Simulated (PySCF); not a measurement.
Output of ΔSCF core-hole calculations on trans-Si(NH3)2F4, `N->[Si](<-N)(F)(F)(F)F`.

Method: PySCF 2.14.0, delta-SCF UKS SCAN, pcX-2 on the ionised atom, pcseg-1 elsewhere, spin-free X2C. The program numbers atoms from 0. The cycles run on a coarse integration grid; for E(ground) and E(ion) the exchange–correlation energy is redone on a finer one, so they differ from the last cycle, and only they enter the binding energy.

Coordinates (Å, PBE0-D3(BJ)/def2-SVP):
```
Si     0.002221    -0.002969     0.001737
N     -0.001892    -0.009957     1.946788
H     -0.308338     0.901641     2.286096
H      0.945455    -0.192625     2.277673
H     -0.630602    -0.735100     2.290266
N      0.006072     0.002445    -1.943559
H      0.674525     0.689860    -2.289576
H     -0.929416     0.234577    -2.276801
H      0.262698    -0.926320    -2.277702
F      1.678012    -0.002426    -0.001109
F     -1.673094    -0.004429     0.005226
F      0.001079     1.672250     0.001830
F      0.003900    -1.679048     0.001319
```

```
ground state, core basis on atom 9 (F), 163 functions
  cycle   1  E = -803.03681657  |g| = 1.20e-01
  cycle   2  E = -803.03642372  |g| = 7.02e-02
  cycle   3  E = -803.03651514  |g| = 6.48e-02
  cycle   4  E = -803.03704527  |g| = 4.05e-03
  cycle   5  E = -803.03704793  |g| = 1.23e-03
  cycle   6  E = -803.03704782  |g| = 1.77e-04
  E(ground) = -803.06174079 Eh
hole in F 1s of atom 9
  cycle   1  E = -776.76312410  |g| = 2.58e+00
  cycle   2  E = -776.80672166  |g| = 2.07e+00
  cycle   3  E = -777.61899154  |g| = 3.07e-01
  cycle   4  E = -777.62271973  |g| = 2.51e-01
  cycle   5  E = -777.64194638  |g| = 2.87e-02
  cycle   6  E = -777.64206256  |g| = 2.04e-02
  cycle   7  E = -777.64222120  |g| = 2.67e-03
  cycle   8  E = -777.64222122  |g| = 2.06e-03
  cycle   9  E = -777.64222338  |g| = 3.55e-04
  E(ion) = -777.67726943 Eh   <S^2> = 0.7564   hole on atom = 1.000
```

Question: What is the F 1s binding energy of atom 9?

Answer: (-777.677269 − (-803.061741)) Eh × 27.2114 eV/Eh = 690.75 eV, for the fluorine bonded to Si.

Isolated species at its PBE0-D3(BJ)/def2-SVP geometry, gas phase.

The run took 34 s wall on one thread of an Arm Neoverse V1 (shared host), and the process peaked at 0.61 GiB of memory.
Labels such as C1 count atoms from 1, the log's own numbers from 0.
